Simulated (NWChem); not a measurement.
Isomers of C4H7F, each optimised at PBE0/def2-SVP with NWChem, gas phase unless a solvent is named. Flexible species stand in one conformer each, which need not be the lowest.  Relative energies count from the lowest isomer at each level and are electronic, without zero-point energy, on those geometries.

A: C([C@@H](F)C)=C
B: CC/C=C\F
C: C(F)(CC)=C
D: C/C=C(\C)F

```
quantity                                                        A    B    C    D
------------------------------------------------------------  ---  ---  ---  ---
relative energy, PBE0/def2-SVP (kcal/mol)                     5.6  5.3  1.8  0.0
relative energy, B3LYP/def2-TZVP (kcal/mol)                   4.3  5.0  1.5  0.0
SMD solvation free energy in water, PBE0/def2-SVP (kcal/mol)  0.1  1.2  1.2    ?
```

Task: Fill in the missing entries.

Result: 
- SMD solvation free energy in water, PBE0/def2-SVP (kcal/mol), D: 0.7
